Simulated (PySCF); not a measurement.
Simulated C 1s region for BCl2(CCH), `C#CB(Cl)Cl`, binding energy against the vacuum level.

Every computed line was given a Gaussian of 0.4 eV full width at half maximum and an area set by the number of equivalent atoms; the highest printed point is 100. Theory: delta-SCF UKS SCAN, pcX-2 on the ionised atom, pcseg-1 elsewhere, spin-free X2C (PySCF 2.14.0).

binding energy (eV), intensity and a bar:
```
    290.6          0 
    290.7          3 #
    290.8         10 ###
    290.9         27 ########
    291.0         55 ################
    291.1         85 #########################
    291.2        100 ##############################
    291.3         92 ############################
    291.4         65 ####################
    291.5         35 ###########
    291.6         14 ####
    291.7          4 #
    291.8          1 
    291.9          0
```

Question: Count the maxima, the lines and the sites behind this envelope.

Answer: The curve has 1 maximum (at 291.2 eV). Under it lie 2 lines from 2 inequivalent carbon sites. At this width some lines have no maximum of their own.

Question: Decompose the envelope and assign each component. Bonds: B1–Cl2, B1–Cl3, B1–C4, C4–C5. Hydrogens: H6 on C5.

Answer: 
```
position (eV)  relative area  line  atoms               environment
       291.13              1  C 1s     C4  carbon bonded to B and C
       291.31              1  C 1s     C5  carbon bonded to C and H
```

Question: Above which line width would these two lines show one maximum?

Answer: Two equal Gaussians merge once their distance is under 2σ = FWHM/1.177. With 0.18 eV between them that is a full width over 0.21 eV.

The 2 C 1s values lie within 0.18 eV of each other; Gaussian lines of 0.5 eV full width would blend them into one maximum.

The curve has no shake-up lines and no vibrational structure. The unrestricted hole states depart most from a pure doublet (⟨S²⟩ = 0.75; over 0.85 named) for C 1s of C4 (0.87) and C 1s of C5 (0.87), which makes these values less certain. Geometry: PBE0-D3(BJ)/def2-SVP; no solvent, vibrations or thermal averaging.

On one thread, x86-64 server, no GPU (shared host), this took 17 s.
